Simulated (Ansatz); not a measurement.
`N=C1N[Si]1(N)F`. The species carries charge 0 and has multiplicity 1.

Z-matrix (Å, degrees):
```
Si
N 1 1.679
C 1 1.825 2 130.8
F 1 1.587 2 104.5 3 -160.8
N 1 1.684 2 121.7 3 58.4
H 2 1.005 1 122.4 3 146.4
H 2 1.005 1 122.7 3 -20.6
N 3 1.258 1 169.2 2 -80.5
H 5 1.011 1 160.7 2 65.6
H 8 1.015 3 110.9 1 -0.9
```

Task: What are the harmonic wavenumbers in cm⁻¹ at PBE0-D4/def2-TZVP (Ansatz, finite differences of forces, unscaled)? (Estimate.)

Result: The calculation gave: 107, 205, 251, 290, 306, 367, 415, 439, 612, 623, 719, 793, 813, 947, 961, 1066, 1128, 1268, 1571, 1778, 3536, 3572, 3630, 3733.

Task: Is this a minimum?

Result: Yes, all 24 modes are real.

Task: Give the ideal-gas thermochemistry at 298.15 K and 1 bar (rigid rotor, harmonic oscillator; point group C1, symmetry number 1).

Result: Zero-point energy 174.2 kJ/mol; H(298) − E = 195.3 kJ/mol; entropy 342.1 J/(mol·K), of which translation 166.9, rotation 113.4, vibration 61.7; G(298) − E = 93.3 kJ/mol.

Task: And at 400, 500, 600, 800 and 1000 K?

Result: 
```csv
T (K),H − E (kJ/mol),S (J/mol/K),G − E (kJ/mol)
400,207.8,378.2,56.6
500,222.0,409.7,17.1
600,237.4,437.7,-25.3
800,271.0,486.0,-117.8
1000,307.2,526.4,-219.1
```
